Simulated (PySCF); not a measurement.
C₂H₅O₂, SMILES O[CH]CO, multiplicity 2.

Geometry: B3LYP-D3(BJ)/def2-SVP. The isomer is the one that the SMILES or the coordinates give; other isomers of the formula were not compared. Other conformers were not sampled.

Level of theory: TDA-PBE/def2-SVPD run with PySCF.

Vertical excitations. Isolated molecule, no solvent.

```
state    energy (eV)  λ (nm)      f                              main pairs
-------  -----------  ------  -----  --------------------------------------
root 1          3.34     371  0.001                       α HOMO→LUMO 100 %
root 2          4.01     309  0.001                       β HOMO→LUMO 100 %
root 3          4.57     271  0.001                      α HOMO→LUMO+1 99 %
root 4          4.70     264  0.017                      α HOMO→LUMO+2 99 %
root 5          5.41     229  0.027                      α HOMO→LUMO+3 98 %
root 6          5.58     222  0.000  α HOMO−1→LUMO 59 %, β HOMO→LUMO+1 41 %
root 7          5.66     219  0.003  α HOMO−1→LUMO 39 %, β HOMO→LUMO+1 55 %
root 8          5.74     216  0.007                      α HOMO→LUMO+4 98 %
root 9          5.78     214  0.016                      β HOMO−1→LUMO 92 %
root 10         6.18     201  0.014                      α HOMO→LUMO+5 97 %
```
Unrestricted roots are not spin-pure.
